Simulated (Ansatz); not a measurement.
`[OH][GeH2][SiH2][SiH3]` + `[SiH3][SiH2][GeH3]` → `[SiH3][SiH2][GeH2][GeH2][SiH2][SiH3]` + H₂O  (formal exchange of groups at a Ge–O bond)

Program: Ansatz. Geometries: PBE0-D4/def2-TZVP. ΔE: electronic, gas phase. CCSD(T)/CBS adds triple-zeta CCSD(T) − MP2 to the extrapolated MP2 energy (def2 sets, frozen cores). This one scheme is used for every species. Functionals use def2-TZVPP. For Ge outer-core shells are correlated without core-valence functions, which leaves a few kJ/mol of doubt a bond. Scalar relativity is left out up to krypton. One conformer a species, not always the lowest.

CCSD(T)/CBS gives -40.0 kJ/mol.

Question: Another level gave -33.9 kJ/mol. Which?
A. PBE/def2-TZVPP
B. CAM-B3LYP/def2-TZVPP
C. PBE-D4/def2-TZVPP
D. BHLYP-D4/def2-TZVPP

Answer: D. BHLYP-D4 -33.9, PBE -25.2, PBE-D4 -40.5, CAM-B3LYP -7.9 kJ/mol.

Largest T1 diagnostic among the species: 0.013.

From r2SCAN to r2SCAN0 (25 % exact exchange), in def2-TZVPP and without D4, ΔE moves by −4.1 kJ/mol. The D4 term adds −24.2 kJ/mol with B3LYP and −14.8 kJ/mol with PBE0; it sums over pairs of atoms, weighted by their polarisabilities, and B3LYP, whose exchange is more repulsive, gets the larger term. Leaving LDA and LC-ωPBE aside and taking each functional with its dispersion term where it has one, the values, not all of them listed here, spread over 27.4 kJ/mol, from HSE06-D4 to B97M-V. LDA lies −13.7 kJ/mol from PBE without D4.

B3LYP here is the variant with VWN-RPA as its local correlation; programs differ in this.
